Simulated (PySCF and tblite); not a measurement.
C5H4Br2ClF, numbered as in [F:1]/[C:2](=[CH:3]\[CH:4]=[C:5]([Br:6])[Br:7])[CH2:8][Cl:9]. Level: PBE0-D3(BJ)/def2-SVP//GFN2-xTB, thermal terms from GFN2-xTB, symmetry numbers and mirror pairs counted. Conformers within 3 kcal/mol (GFN2-xTB free energy) were kept, 10 at most. GIAO shieldings: KT2/6-31G*. Shifts are against CFCl3 (¹⁹F) at the same level. Run with PySCF (density fitting) and tblite.

Torsions listed: C2–C3–C4–C5, F1–C2–C8–Cl9. Of a mirror pair one member is shown.

Two conformers hold nearly all the population. I: 179°, 93°; δ(F1) = -113.44 ppm. II: 180°, 180°; δ(F1) = -122.10 ppm. The average over the ensemble at 298.15 K is -120.77 ppm.

What populations and free-energy difference follow from a two-state model?

p(I) = (-120.77 − (-122.10))/(-113.44 − (-122.10)) = 0.15, so K = p(II)/p(I) = 5.51 and G(II) − G(I) = −RT ln K = -1.01 kcal/mol. One of the two counts twice, as a mirror pair, which this difference holds. The weights computed directly are 15.4 % and 84.6 %.

The minima are those of GFN2-xTB; planar forms about aryl–S or allylic bonds may be saddles in DFT. Spin–orbit effects of the heavy atoms on shieldings are missing. Unscaled ¹⁹F shifts at such levels can be off by tens of ppm; differences between conformers or isomers are more reliable.
